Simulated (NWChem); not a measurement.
System: GaCl$_{2}$F; SMILES [F][Ga]([Cl])[Cl]

The following NWChem deck was run.

```
start job
memory heap 200 mb stack 900 mb global 1100 mb
geometry units angstroms noautosym nocenter noautoz
  Ga     0.000000     0.000000     0.261702
  F      0.000000     0.000000     1.997480
  Cl    -1.859060     0.000000    -0.744637
  Cl     1.859060     0.000000    -0.744637
end
basis spherical
  * library def2-svp
end
dft
  xc pbe0
  iterations 150
end
property
  efieldgrad
end
task dft property
```

Coordinates come from a PBE0/def2-SVP optimisation.

Vzz is the largest principal value of the second derivative of the potential at the nucleus (NWChem prints the opposite sign); η is the asymmetry. Non-relativistic.

Atoms are numbered as in the input.

### Question
What results follow from this input? (PBE0/def2-SVP.) Quantities: Vzz Ga1 (a.u.); η Ga1; Vzz Cl4 (a.u.); η Cl4.

### Answer
* **Vzz Ga1 (a.u.)**: 1.673
* **η Ga1**: 0.00
* **Vzz Cl4 (a.u.)**: 2.106
* **η Cl4**: 0.21
